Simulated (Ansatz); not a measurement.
H$_{8}$Si$_{3}$, charge +1, doublet, at a GFN2-xTB geometry (a state made from the parent by changing its charge; the spin is typed, not shown lowest); CASSCF(7,5)/6-31G in Ansatz (an electronic-structure program).

Here is a job for Ansatz.
Ansatz 0.2 input:
```yaml
crystal:
  periodic: [false, false, false]
  atoms:
    - {symbol: Si, position_ang: [1.72970700, 0.88632690, -0.02570099]}
    - {symbol: Si, position_ang: [0.21379199, -1.03907901, -0.12106423]}
    - {symbol: Si, position_ang: [-1.93525910, 0.11270432, 0.14209921]}
    - {symbol: H, position_ang: [3.05477237, 0.29246878, -0.14008456]}
    - {symbol: H, position_ang: [1.35648416, 1.72359881, -1.16140085]}
    - {symbol: H, position_ang: [1.47238649, 1.51610692, 1.26561358]}
    - {symbol: H, position_ang: [0.47009202, -2.03242159, 0.92458347]}
    - {symbol: H, position_ang: [0.31768446, -1.79635619, -1.37067855]}
    - {symbol: H, position_ang: [-2.00263957, 1.06104696, -0.96534658]}
    - {symbol: H, position_ang: [-1.86669223, 0.75613159, 1.45031695]}
    - {symbol: H, position_ang: [-2.91744618, -0.95990614, 0.06232071]}
basis:
  gaussian:
    orbitals: 6-31G
hamiltonian:
  xc: hf
total_charge: 1
correlation: {active_space: {window: {electrons: 7, orbitals: 5}}}
magnetization: {spin_polarized: false, initial_magnetization: 1}
```

Output, abridged:

```
Functional definition: HF
676 factors; integrals over basis functions are off by at most 1.8e-4 eV
mean field evaluation 1: about -23698.3341 eV, gradient 1.1e1 eV
mean field evaluation 2: about -23698.3398 eV, gradient 1.1e1 eV
mean field evaluation 4: about -23699.1986 eV, gradient 3.3e-1 eV
mean field evaluation 8: about -23699.2001 eV, gradient 1.2e-6 eV
mean field evaluation 16: about -23698.2537 eV, gradient 5.0e0 eV
mean field -23699.20013255 eV, -870.9295409764 hartree, gradient 6.6e-7 eV, S^2 0.750000; 2 other end points of the search recorded, 0 dependent functions left out
reference -23699.20013255 eV, -870.9295409764 hartree; 25, 24 occupied and 30, 31 virtual orbitals, 676 factors
state -23699.64163492 eV, -870.9457658892 hartree
Total energy: -23699.64163492 eV, -870.9457658892 hartree
```
